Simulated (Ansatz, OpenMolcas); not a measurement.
# How methods differ on GaCl3 (gallium trichloride (monomer))

The species is GaCl3 (4 atoms), meant as a singlet with charge 0. SMILES: `[Cl][Ga]([Cl])[Cl]`. The shape is that of a PBE0-D4/def2-TZVP optimisation.

Quantity: the vertical ionisation energy (to the doublet cation), in eV. The values are calculated.

```tsv
level	kind	program	value (eV)	CPU time (all runs)
PBE/aug-cc-pVDZ	GGA	OpenMolcas	10.93	2.4 min
revPBE/aug-cc-pVDZ	GGA	Ansatz	10.88	2 min
M06-L/aug-cc-pVDZ	meta-GGA	OpenMolcas	11.30	5 min
TPSS/aug-cc-pVDZ	meta-GGA	OpenMolcas	10.99	3.2 min
B3LYP/aug-cc-pVDZ	global hybrid	Ansatz	11.40	3 min
M06-2X/aug-cc-pVDZ	hybrid meta-GGA	OpenMolcas	11.97	2.6 min
CAM-B3LYP/aug-cc-pVDZ	range-separated hybrid	Ansatz	11.90	2.7 min
MP2/aug-cc-pVDZ	perturbation theory	Ansatz	12.24	3 min
```

All-electron rows without a relativistic Hamiltonian named are non-relativistic. The values span 10.88 to 12.24 eV. In the correlated wave-function rows the outer d shell of Ga is correlated, in sets not made for it. CPU times are rough (shared hosts, several kinds of processor and program).
